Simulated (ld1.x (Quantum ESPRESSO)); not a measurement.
## Plane-wave convergence, TM potential for molybdenum (Mo)

ld1.x (Quantum ESPRESSO) 7.5 input, shortened:

```
&input
   title='Mo', zed=42., rel=1, dft='BLYP', iswitch=3,
   config='[Kr] 4d5 5s0 5p0'
 /
 &inputp
   pseudotype=2, tm=.true., lloc=0,
   nlcc=.true.
 /
3
4P  2  1   6.00   0.00  1.25  1.25  0.0
4D  3  2   5.00   0.00  2.15  2.15  0.0
4S  1  0   2.00   0.00  1.85  1.85  0.0
 &test
   configts(1)='4s2 4p6 4d5 5s0 5p0'
 /
```

The pseudo-atom Hamiltonian at the reference potential is diagonalised in spherical Bessel functions j_l(qr) that vanish at 20 bohr, with q² up to the cutoff. All-electron valence levels (Ry): 4p -3.3236, 5p -0.4428, 4d -0.7621, 4s -5.2249, 5s -0.7320.

Problem. How do the lowest levels (Ry) of each channel move with the cutoff, and are there ghosts?

Solution.

```
cutoff (Ry)     p #1     p #2     d #1     s #1     s #2     f #1    f #2  Σ f·Δε (mRy)
          8  -2.7550  -0.3816  -0.4691  -5.1666  -0.7925  -0.0638  0.0357        4993.2
         12  -3.1328  -0.4230  -0.6056  -5.1786  -0.8398  -0.0638  0.0355        2020.2
         18  -3.2567  -0.4492  -0.7086  -5.2005  -0.8485  -0.0639  0.0353         717.9
         30  -3.2708  -0.4535  -0.7561  -5.2226  -0.8504  -0.0639  0.0353         350.7
         40  -3.2963  -0.4572  -0.7619  -5.2233  -0.8520  -0.0639  0.0353         167.8
         50  -3.3151  -0.4620  -0.7620  -5.2244  -0.8521  -0.0639  0.0353          52.6
         60  -3.3207  -0.4639  -0.7620  -5.2248  -0.8522  -0.0639  0.0353          17.6
         80  -3.3218  -0.4643  -0.7621  -5.2248  -0.8523  -0.0639  0.0353          10.9
        110  -3.3232  -0.4647  -0.7621  -5.2249  -0.8523  -0.0639  0.0353           2.6
        140  -3.3236  -0.4648  -0.7621  -5.2249  -0.8523  -0.0639  0.0353           0.3
        180  -3.3236  -0.4648  -0.7621  -5.2249  -0.8523  -0.0639  0.0353           0.2
        400  -3.3236  -0.4648  -0.7621  -5.2249  -0.8523  -0.0639  0.0353           0.0
```

Result: no extra level below or beside the all-electron valence levels (p, d, s, f tested); 10 mRy is reached at 90 Ry and 1 mRy at 140 Ry.

Its largest configuration-test error is +2971 meV.
